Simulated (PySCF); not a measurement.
1-bromo-1-methylcyclopropane (C4H7Br), SMILES C1CC1(Br)C.

Geometry optimised at r2SCAN-D4/def2-SVP.

Two levels are set side by side: TDDFT-PBE/def2-SVPD (PySCF) and TDDFT-M06-2X/def2-SVPD (PySCF). Vertical, same geometry. The lowest singlet is HOMO→LUMO 99 % with PBE and HOMO→LUMO 87 % with the other functional; states are paired by order. Differences are taken from unrounded values.

```json
[
 {"quantity": "lowest singlet excitation (eV)", "TDDFT-M06-2X": "5.59", "TDDFT-PBE": "5.28", "TDDFT-PBE minus TDDFT-M06-2X": "-0.31"},
 {"quantity": "lowest triplet excitation (TDA) (eV)", "TDDFT-M06-2X": "5.13", "TDDFT-PBE": "4.73", "TDDFT-PBE minus TDDFT-M06-2X": "-0.40"}
]
```

A lower first singlet is the usual sign of a functional without exact exchange. Differences between two approximate levels are no errors against the true value.

Rough cost on one machine, each run with all the roots and properties that it gave: TDDFT-M06-2X against TDDFT-PBE about 10 times.
